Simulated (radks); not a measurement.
Trend from Zr4+ to Cd4+: ionisation energy by Delta-SCF between NIST ground configurations, and size. Method: scalar-relativistic Kohn-Sham, PBEsol, spin-polarised, spherical densities, finite nucleus; open shells are filled with parallel spins first (spin-orbit coupling, left out, can overturn this in heavy ions); Fermi nuclear charge, rms radius of each element as measured or else 0.836 A^(1/3) + 0.57 fm; computed with a radial shooting solver on a logarithmic mesh with Libxc functionals.

| species | configuration | IE (eV) | NIST (eV) | kind |
|---|---|---|---|---|
| Zr4+ | [Kr] | 80.630 | 80.35 | semi-emp. |
| Nb4+ | [Kr] 4d1 | 50.496 | 50.573 | exp. |
| Mo4+ | [Kr] 4d2 | 54.114 | 54.42 | semi-emp. |
| Tc4+ | [Kr] 4d3 | 57.584 | 57 | theory |
| Ru4+ | [Kr] 4d4 | 60.949 | 59 | theory |
| Rh4+ | [Kr] 4d5 | 64.235 | 63 | theory |
| Pd4+ | [Kr] 4d6 | 63.047 | 61 | theory |
| Ag4+ | [Kr] 4d7 | 66.636 | 65 | theory |
| Cd4+ | [Kr] 4d8 | 70.099 | 68 | theory |

Reference values: NIST Atomic Spectra Database (exp. = measured, semi-emp. = semi-empirical, theory = theoretical value adopted there). Open shells are spherical and high-spin; term and fine-structure splittings are not resolved.
